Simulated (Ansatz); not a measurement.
System: sum formula GeHBr2, charge 0, multiplicity 2. It need not be the lowest isomer of its formula. 
Geometry from a B3LYP-D3(BJ)/def2-TZVP (Ansatz, a program for electronic structure) optimisation:
```xyz
4

Br     1.9116    -0.3697    -0.1977
Ge    -0.0101     0.7737     0.4788
Br    -1.9020    -0.3986    -0.2317
H     -0.0136     2.1341    -0.2902
```
Charge 0, spin multiplicity 2.

Parts of the frozen-core correlation energy in cc-pVDZ (Ansatz, hartree). Frozen orbitals: 42; correlated occupied orbitals by spin: 10 and 9; virtual: 34 and 35. UHF or UKS for open shells. Spin-orbit coupling is left out. No relativistic terms.

```json
[
 {"term": "reference (HF)", "value": "-7220.75151"},
 {"term": "MP2 opposite-spin", "value": "…"},
 {"term": "MP2 same-spin", "value": "…"},
 {"term": "CCSD correlation", "value": "…"},
 {"term": "(T)", "value": "-0.00808"},
 {"term": "T1 diagnostic", "value": "0.015"},
 {"term": "largest doubles amplitude", "value": "0.031"},
 {"term": "<S^2> of the reference", "value": "0.758"}
]
```

Question: Complete the blanks.

Answer: 
- MP2 opposite-spin, value: -0.22156
- MP2 same-spin, value: -0.07904
- CCSD correlation, value: -0.33252
